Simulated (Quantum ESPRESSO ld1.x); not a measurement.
Input (ld1.x (Quantum ESPRESSO 7.5)):

```
 &input
    zed=72.0,
    iswitch=1,
    rel=2,
    dft='SLA-HL',
    config='[Xe] 4f14',
    rel_dist='average',
    verbosity='high',
    lsmall=.true.,
    prefix='ld1',
    max_out_wfc=37,
    file_charge='ld1.rho',
 /
```

Command: `OMP_NUM_THREADS=1 ld1.x < ld1.in > ld1.out`

It prints (banner and zero overlaps left out):

```
     Program LD1 v.7.5 starts

     --------------------------- All-electron run ----------------------------

     dirac relativistic calculation

     atomic number is 72.00
     dft =SLA-HL   lsd =0 sic =0 latt =0  beta=0.20 tr2=1.0E-14
     Exchange-correlation= SLA-HL
                           (   1   6   0   0   0   0   0)
     mesh =2111 r(mesh) =  99.81654 a.u. xmin = -8.00 dx = 0.00800
     1 Ry =  13.60569312 eV, c = 137.03599908

     n l j   nl                  e(Ry)          e(Ha)          e(eV)
     Spin orbit split results
     1 0 0.5 1S 1( 2.00)   -4791.111209110   -2395.555604555 -65186.3888293
     2 0 0.5 2S 1( 2.00)    -821.455578652    -410.727789326 -11176.4725173
     2 1 0.5 2P 1( 2.00)    -784.907762464    -392.453881232 -10679.2141459
     2 1 1.5 2P 1( 4.00)    -697.398686091    -348.699343046  -9488.5925073
     3 0 0.5 3S 1( 2.00)    -189.454652000     -94.727326000  -2577.6618558
     3 1 0.5 3P 1( 2.00)    -173.225501415     -86.612750707  -2356.8530133
     3 1 1.5 3P 1( 4.00)    -154.476805666     -77.238402833  -2101.7640125
     4 0 0.5 4S 1( 2.00)     -40.540686955     -20.270343477   -551.5841457
     4 1 0.5 4P 1( 2.00)     -33.895137699     -16.947568850   -461.1668419
     4 1 1.5 4P 1( 4.00)     -29.589645016     -14.794822508   -402.5876297
     3 2 1.5 3D 1( 4.00)    -126.926531002     -63.463265501  -1726.9234300
     3 2 2.5 3D 1( 6.00)    -122.833937640     -61.416968820  -1671.2408606
     5 0 0.5 5S 1( 2.00)      -7.942136207      -3.971068103   -108.0582680
     5 1 0.5 5P 1( 2.00)      -6.023563681      -3.011781840    -81.9547589
     5 1 1.5 5P 1( 4.00)      -5.416647112      -2.708323556    -73.6972384
     4 2 1.5 4D 1( 4.00)     -18.651302417      -9.325651208   -253.7638970
     4 2 2.5 4D 1( 6.00)     -17.863063438      -8.931531719   -243.0393594
     4 3 2.5 4F 1( 6.00)      -4.351536765      -2.175768383    -59.2056738
     4 3 3.5 4F 1( 8.00)      -4.222362006      -2.111181003    -57.4481617
     Averaged results
     1 0     1S 1( 2.00)   -4791.111209110   -2395.555604555 -65186.3888293
     2 0     2S 1( 2.00)    -821.455578652    -410.727789326 -11176.4725173
     2 1     2P 1( 6.00)    -726.568378216    -363.284189108  -9885.4663869
     3 0     3S 1( 2.00)    -189.454652000     -94.727326000  -2577.6618558
     3 1     3P 1( 6.00)    -160.726370916     -80.363185458  -2186.7936795
     4 0     4S 1( 2.00)     -40.540686955     -20.270343477   -551.5841457
     4 1     4P 1( 6.00)     -31.024809244     -15.512404622   -422.1140338
     3 2     3D 1(10.00)    -124.470974985     -62.235487492  -1693.5138884
     5 0     5S 1( 2.00)      -7.942136207      -3.971068103   -108.0582680
     5 1     5P 1( 6.00)      -5.618952635      -2.809476317    -76.4497452
     4 2     4D 1(10.00)     -18.178359030      -9.089179515   -247.3291744
     4 3     4F 1(14.00)      -4.277722617      -2.138861309    -58.2013812

     final scf error:  3.7E-15 reached in  26 iterations

     Etot =  -30170.840013 Ry,  -15085.420007 Ha, -410495.190482 eV

     Ekin =   33748.294123 Ry,   16874.147061 Ha,  459168.933257 eV
     Encl =  -74956.659583 Ry,  -37478.329791 Ha,-1019837.307806 eV
     Eh   =   11635.606472 Ry,    5817.803236 Ha,  158310.490955 eV
     Exc  =    -598.081025 Ry,    -299.040512 Ha,   -8137.306888 eV

     normalization and overlap integrals

     s(1S/1S) =  1.000000  <r> =   0.0190  <r2> =    0.0005  r(max) =   0.0119
     LC norm =  0.92670861 + SC norm =  0.07329139 =  1.00000000
     s(2S/2S) =  1.000000  <r> =   0.0798  <r2> =    0.0076  r(max) =   0.0682
     LC norm =  0.98347677 + SC norm =  0.01652323 =  1.00000000
     s(2P/2P) =  1.000000  <r> =   0.0661  <r2> =    0.0054  r(max) =   0.0512
     LC norm =  0.98340055 + SC norm =  0.01659945 =  1.00000000
     s(2P/2P) =  1.000000  <r> =   0.0739  <r2> =    0.0066  r(max) =   0.0577
     LC norm =  0.98492801 + SC norm =  0.01507199 =  1.00000000
     s(3S/3S) =  1.000000  <r> =   0.2084  <r2> =    0.0498  r(max) =   0.1931
     LC norm =  0.99459991 + SC norm =  0.00540009 =  1.00000000
     s(3P/3P) =  1.000000  <r> =   0.1982  <r2> =    0.0458  r(max) =   0.1811
     LC norm =  0.99465159 + SC norm =  0.00534841 =  1.00000000
     s(3P/3P) =  1.000000  <r> =   0.2126  <r2> =    0.0524  r(max) =   0.1946
     LC norm =  0.99509054 + SC norm =  0.00490946 =  1.00000000
     s(4S/4S) =  1.000000  <r> =   0.4684  <r2> =    0.2481  r(max) =   0.4366
     LC norm =  0.99823312 + SC norm =  0.00176688 =  1.00000000
     s(4P/4P) =  1.000000  <r> =   0.4747  <r2> =    0.2569  r(max) =   0.4366
     LC norm =  0.99832057 + SC norm =  0.00167943 =  1.00000000
     s(4P/4P) =  1.000000  <r> =   0.5080  <r2> =    0.2939  r(max) =   0.4692
     LC norm =  0.99849134 + SC norm =  0.00150866 =  1.00000000
     s(3D/3D) =  1.000000  <r> =   0.1864  <r2> =    0.0408  r(max) =   0.1531
     LC norm =  0.99520187 + SC norm =  0.00479813 =  1.00000000
     s(3D/3D) =  1.000000  <r> =   0.1908  <r2> =    0.0427  r(max) =   0.1556
     LC norm =  0.99532422 + SC norm =  0.00467578 =  1.00000000
     s(5S/5S) =  1.000000  <r> =   1.1246  <r2> =    1.4201  r(max) =   1.0114
     LC norm =  0.99961954 + SC norm =  0.00038046 =  1.00000000
     s(5P/5P) =  1.000000  <r> =   1.2388  <r2> =    1.7337  r(max) =   1.0956
     LC norm =  0.99968828 + SC norm =  0.00031172 =  1.00000000
     s(5P/5P) =  1.000000  <r> =   1.3341  <r2> =    2.0088  r(max) =   1.1774
     LC norm =  0.99972907 + SC norm =  0.00027093 =  1.00000000
     s(4D/4D) =  1.000000  <r> =   0.5289  <r2> =    0.3249  r(max) =   0.4655
     LC norm =  0.99868290 + SC norm =  0.00131710 =  1.00000000
     s(4D/4D) =  1.000000  <r> =   0.5405  <r2> =    0.3392  r(max) =   0.4768
     LC norm =  0.99872854 + SC norm =  0.00127146 =  1.00000000
     s(4F/4F) =  1.000000  <r> =   0.6637  <r2> =    0.5628  r(max) =   0.4508
     LC norm =  0.99915086 + SC norm =  0.00084914 =  1.00000000
     s(4F/4F) =  1.000000  <r> =   0.6751  <r2> =    0.5836  r(max) =   0.4581
     LC norm =  0.99917108 + SC norm =  0.00082892 =  1.00000000

     LC charge = 67.59848317 + SC charge =  0.40151683 = 68.00000000

     ------------------------ End of All-electron run ------------------------
```

Run on one thread of a shared host, so times are rough (Intel(R) Xeon(R) Processor @ 2.60GHz): 0.79 s of CPU time, 0.84 s wall, 26 iterations on 2111 mesh points.
